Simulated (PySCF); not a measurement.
CdI, SMILES [I][Cd+], charge +1. Atoms are numbered in the order given.

```xyz
2

Cd     0.0000     0.0000    -1.3603
I      0.0000     0.0000     1.2320
```
Charge +1, spin multiplicity 1.

Geometry: B3LYP-D3(BJ)/def2-TZVP. The multiplicity is an assumed one; other spin states were not compared. The def2 effective core potentials stand for the cores of Cd, I; spin–orbit coupling is left out.

Computed with TDA-CAM-B3LYP/def2-TZVPD run with PySCF.

Vertical excitations; the highest root listed may be one member of a degenerate set.  State labels are in the subgroup C2v.

Computed lowest excited states:
```
state  symmetry  energy (eV)  λ (nm)      f                                              main pairs
-----  --------  -----------  ------  -----  ------------------------------------------------------
S1           B2         1.58     787  0.002                              HOMO→LUMO (degenerate set)
S2           B1         1.58     787  0.002                            HOMO−1→LUMO (degenerate set)
S3           A1         4.64     267  0.265  HOMO−2→LUMO 72 %, HOMO→LUMO+1 13 %, HOMO−1→LUMO+2 13 %
S4           A2         5.68     218  0.000                    HOMO→LUMO+2 49 %, HOMO−1→LUMO+1 49 %
S5           A2         5.73     216  0.000             HOMO−1→LUMO+1, HOMO→LUMO+2 (degenerate set)
S6           A1         5.73     216  0.000             HOMO−1→LUMO+2, HOMO→LUMO+1 (degenerate set)
S7           A1         7.11     174  1.112  HOMO→LUMO+1 34 %, HOMO−1→LUMO+2 34 %, HOMO−2→LUMO 21 %
S8           B2         7.68     162  0.006                            HOMO→LUMO+3 (degenerate set)
S9           B1         7.68     162  0.006                          HOMO−1→LUMO+3 (degenerate set)
S10          B2         8.00     155  0.201                                      HOMO−2→LUMO+1 86 %
T1           B2         1.13    1094      0                              HOMO→LUMO (degenerate set)
T2           B1         1.13    1094      0                            HOMO−1→LUMO (degenerate set)
T3           A1         2.62     473      0                                        HOMO−2→LUMO 99 %
T4           A1         5.43     228      0                    HOMO→LUMO+1 49 %, HOMO−1→LUMO+2 49 %
```
Triplets are in the Tamm–Dancoff approximation.
